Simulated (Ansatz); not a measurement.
Gas-phase electronic energies from Ansatz, PBE0-D4/def2-TZVP geometries. CCSD(T)/CBS adds triple-zeta CCSD(T) − MP2 to the extrapolated MP2 energy (def2 sets, frozen cores). This one scheme is used for every species. DFT in def2-TZVPP. One conformer a species, not always the lowest.

Reaction (silylene formation by 1,1-elimination): `B[SiH](B)O` → `BB` + `O[SiH]`

(1) Is it downhill or uphill in electronic energy at CCSD(T)/CBS, and by how much? (Estimate.)

(2) What do these levels give: LDA (SPW92), r2SCAN0-D4, PBE-QIDH, BLYP, PBE0, LC-ωPBE, HF/def2-TZVPP, CCSD(T)/def2-TZVPP, HF/def2-QZVPP, MP2/def2-QZVPP, SCS-MP2/def2-QZVPP, MP2/CBS(def2)? (An estimate is asked.)

Largest T1 diagnostic among the species: 0.016.

Answers

(1) Ansatz gave: Uphill: ΔE = +142.1 kJ/mol.

(2) The calculation gave: LDA (SPW92) 160.6, r2SCAN0-D4 158.9, PBE-QIDH 156.1, BLYP 103.2, PBE0 146.2, LC-ωPBE 154.3, HF/def2-TZVPP 126.8, CCSD(T)/def2-TZVPP 137.5, HF/def2-QZVPP 126.1, MP2/def2-QZVPP 148.6, SCS-MP2/def2-QZVPP 140.2, MP2/CBS(def2) 150.8 kJ/mol.

The D4 term adds +12.4 kJ/mol with B3LYP and +6.8 kJ/mol with PBE0; it sums over pairs of atoms, weighted by their polarisabilities, and B3LYP, whose exchange is more repulsive, gets the larger term. From PBE to PBE0 (25 % exact exchange), in def2-TZVPP and without D4, ΔE moves by +11.8 kJ/mol.

B3LYP here is the variant with VWN-RPA as its local correlation; programs differ in this.
